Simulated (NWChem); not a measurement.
Molecule: CH$_{2}$O$_{3}$Si; SMILES O=C1O[SiH2]O1

```xyz
7

O      0.0000     0.0000     2.1126
C      0.0000     0.0000     0.9211
O      0.0000     1.1006     0.0651
Si     0.0000     0.0000    -1.2670
O      0.0000    -1.1006     0.0651
H     -1.2519     0.0000    -2.0766
H      1.2519     0.0000    -2.0766
```
Atoms are numbered in this order, from 1.

Results from NWChem. Pople sets run with spherical d functions. STO-3G and 3-21G are far too small for this property and stand as cheap habits. Geometry: optimised at PBE-D3(BJ)/def2-SVP. B3LYP is NWChem's, with the RPA form of VWN correlation. Field at 589 nm.

| level | isotropic polarisability (bohr³) | anisotropy (bohr³) |
|---|---|---|
| B3LYP/STO-3G | 21.6 | 24.7 |
| B3LYP/6-31G* | 36.1 | 25.7 |
| B3LYP/def2-SVP | … | 25.9 |
| B3LYP/def2-SVPD | 46.1 | 23.8 |
| B3LYP/aug-cc-pVDZ | 46.6 | 24.8 |

**Question.** Some entries are withheld; supply them.

**Answer.** 
- B3LYP/def2-SVP, isotropic polarisability (bohr³): 37.3
